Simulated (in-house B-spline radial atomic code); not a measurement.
Inner levels of lithium as electrons are removed. A shift is the extra binding of the orbital against the neutral atom ([He] 2s1). Computed with a radial B-spline atomic code at the basis-set limit: non-relativistic Hartree-Fock, average of the configuration, point nuclei.

```tsv
ion	configuration	shift of 1s (eV)	radius of 1s (bohr)	Σ<r²> (bohr²)	change of density at nucleus (bohr⁻³)
Li	[He] 2s1	0	0.57312	18.632	-
Li+	1s2	8.5613	0.57237	0.89064	-0.14268
Li2+	1s1	55.028	0.5	0.33333	-5.2205
```
